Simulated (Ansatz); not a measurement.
H5Au3, relaxed as a singlet with RKS r2SCAN-D4/def2-SVP in Ansatz, starting from the GFN2-xTB geometry. Force threshold 0.02 eV/Å.

In the def2 sets Au takes a core potential; there is no spin–orbit coupling. Another isomer (singlet) lies 0.70 eV lower at PBE0-D4/def2-TZVP; other spin states weren't run for this one.

Start:

```csv
atom,x (Å),y (Å),z (Å)
Au1,-0.3254,-1.6948,1.3504
Au2,-0.4314,0.6360,-2.0374
Au3,0.5502,0.7435,0.5158
H4,1.2681,1.8063,1.1753
H5,-1.1578,-0.1449,-3.0060
H6,0.6243,-0.0689,1.7650
H7,0.5140,1.5985,-0.7056
H8,-1.0420,-2.8757,0.9425
```

(1) Estimate the energy that the relaxation releases and the steps that it takes.

(2) Does the start keep its bonding and symmetry?

(3) Predict the relaxed structure.

## Answers

(1) 1.16 eV, in 7 steps; 12 s on 4 threads of Arm Neoverse V2 on a shared host. No frequencies were taken in this run, so the end may be a saddle point.

(2) By distances, no bond broke or formed. The bond that changes most is Au3–H7, from 1.49 to 1.68 Å (atoms count from 1).

(3) 
```csv
atom,x (Å),y (Å),z (Å)
Au1,-0.302,-1.688,1.396
Au2,-0.410,0.702,-2.062
Au3,0.508,0.710,0.468
H4,1.307,1.806,1.216
H5,-1.206,-0.192,-3.079
H6,0.631,-0.126,1.919
H7,0.550,1.777,-0.828
H8,-1.077,-2.989,0.970
```
Bond lengths (bridged metal pairs left out): 7 × Au–H 1.55 to 1.90 Å.
